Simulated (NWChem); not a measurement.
GeH3F; SMILES [GeH3][F]

Results from NWChem. Pople sets run with spherical d functions. Each level has its own optimisation; frequencies are unscaled.

```
level                r F–Ge (Å)  r Ge–H (Å)  highest harmonic frequency (cm⁻¹)  lowest (cm⁻¹)  zero-point energy (kcal/mol)  dipole (D)
-------------------  ----------  ----------  ---------------------------------  -------------  ----------------------------  ----------
Hartree-Fock/6-31G*           ?       1.534                                  ?              ?                             ?           ?
Hartree-Fock/STO-3G       1.705       1.436                               2483            726                          18.6        1.19
PBE0/def2-SVP             1.744       1.536                               2189            649                          16.0        2.11
```

Fill in the missing entries.


- Hartree-Fock/6-31G*, r F–Ge (Å): 1.725
- Hartree-Fock/6-31G*, highest harmonic frequency (cm⁻¹): 2280
- Hartree-Fock/6-31G*, lowest (cm⁻¹): 696
- Hartree-Fock/6-31G*, zero-point energy (kcal/mol): 16.9
- Hartree-Fock/6-31G*, dipole (D): 2.29
